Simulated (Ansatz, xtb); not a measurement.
Two isomers of GeH7Si2

We compare X, `[SiH3][GeH][SiH3]`, a doublet, with Y, `[SiH3][SiH2][GeH2]`, a doublet. Both are isolated molecules in the gas phase, relaxed with B3LYP/6-31G*; each stands in its lowest conformer found.

Problem. Estimate E(Y) − E(X) at the level CCSD(T)/def2-SVP + ΔMP2/def2-TZVPP.

Solution. Calculated at CCSD(T)/def2-SVP + ΔMP2/def2-TZVPP: E(Y) − E(X) = +0.243 eV, so structure X lies lower.

Level by level:

```
                             level      geometry  E(Y) − E(X) (eV)  departure from the last row (eV)  job, with rough time for the two
                          GFN2-xTB      GFN2-xTB              +0.517                            +0.274              optimisation, 0.12 s
                         HF/STO-3G      GFN2-xTB              +0.453                            +0.211               single point, 0.6 s
                r2SCAN-D4/def2-SVP      GFN2-xTB              +0.301                            +0.058               single point, 8.1 s
                      B3LYP/6-31G*  B3LYP/6-31G*              +0.239                            −0.004                optimisation, 87 s
                       HF/def2-SVP  B3LYP/6-31G*              +0.239                            −0.004           part of the CCSD(T) run
                      MP2/def2-SVP  B3LYP/6-31G*              +0.227                            −0.016           part of the CCSD(T) run
                  CCSD(T)/def2-SVP  B3LYP/6-31G*              +0.207                            −0.036                      single point
CCSD(T)/def2-SVP + ΔMP2/def2-TZVPP  B3LYP/6-31G*              +0.243                                                  single point, 58 s
```

As drawn, Y has 1 Si–Si, 1 Ge–H in place of 1 Ge–Si, 1 Si–H.

The levels shown agree on the order. The largest departure from CCSD(T)/def2-SVP + ΔMP2/def2-TZVPP is that of GFN2-xTB, 0.274 eV. The last row adds to CCSD(T) the change of the MP2 difference between the two basis sets, here +0.036 eV.

With harmonic frequencies from B3LYP/6-31G* (ideal gas, rigid rotor, one conformer each, 298.15 K, 1 atm): on the last row, ΔE + ΔZPE = +0.224, ΔH = +0.220, ΔG = +0.237 eV.

Open shells are spin-unrestricted. The correlated steps freeze 19 core orbitals; the filled d shell of Ge is correlated, in a basis made for valence electrons. Codes used: Ansatz 0.2.0, xtb 6.7.1; the last row on 2 threads of Arm Neoverse V2 on a shared host.
